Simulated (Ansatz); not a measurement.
Input file for Ansatz (a program for electronic structure): R-B3LYP/def2-TZVPP on AlH4NO2 (SMILES [NH2][Al]([OH])[OH]), a point of a torsion scan.

Ansatz 0.2 input:
```yaml
crystal:
  periodic: [false, false, false]
  atoms:
    - {symbol: N, position_ang: [1.42633810, -0.08998146, 0.41776065]}
    - {symbol: Al, position_ang: [-0.29625796, -0.14791369, -0.04966612]}
    - {symbol: O, position_ang: [-1.01388215, -1.50585231, -0.65655529]}
    - {symbol: O, position_ang: [-1.13745727, 1.25486593, 0.14821463]}
    - {symbol: H, position_ang: [1.95090227, 0.76759813, 0.35664658]}
    - {symbol: H, position_ang: [2.04429094, -0.86977110, 0.25137597]}
    - {symbol: H, position_ang: [-1.07264160, -2.40887206, -0.92590698]}
    - {symbol: H, position_ang: [-1.91733196, 1.78885761, 0.15474439]}
basis:
  gaussian:
    orbitals: def2-TZVPP
hamiltonian:
  xc: {name: B3LYP}
scf: {lower_state_search: off}
```

The head of its log:

```
WARN ansatz: RAYON_NUM_THREADS=1 ignored (pool sized by the plan → 1); use --threads N
Functional definition: B3LYP
these checks for a lower state are left out or cut short: stability, starts, cluster_reference, orbital_swaps, neighbouring_geometries, increment
integrals: 0.09 GiB planned
986 factors; their error is unknown
mean field: 0.80 GiB planned
mean field evaluation 1: about -12234.6290 eV, gradient 1.1e2 eV
mean field evaluation 2: about -12196.0988 eV, gradient 1.7e2 eV
```

Problem. Predict the final total energy.

Solution. -450.3213 hartree.
